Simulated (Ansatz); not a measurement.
Ansatz results at the PBE0-D4/def2-TZVP geometry: size of the dipole moment (PBE/def2-TZVPP) 1.49 D; HOMO energy (PBE0/def2-TZVPP) -6.19 eV; size of the dipole moment (B3LYP/def2-TZVPP) 1.50 D.

Each molecule was computed in one conformer, which needn't be the lowest.

(1) Which molecule gave them?
A. `CCCCCCS`
B. `N#CC1=CCCCC1`
C. `[I][Zn][I]`
D. `CCCCCSC`

Answers

(1) D. The others give `N#CC1=CCCCC1`: 4.90, -7.52, 4.96; `CCCCCCS`: 1.56, -6.73, 1.56; `[I][Zn][I]`: 0.00, -7.84, 0.00.

B3LYP here is the variant with VWN-RPA as its local correlation; programs differ in this.
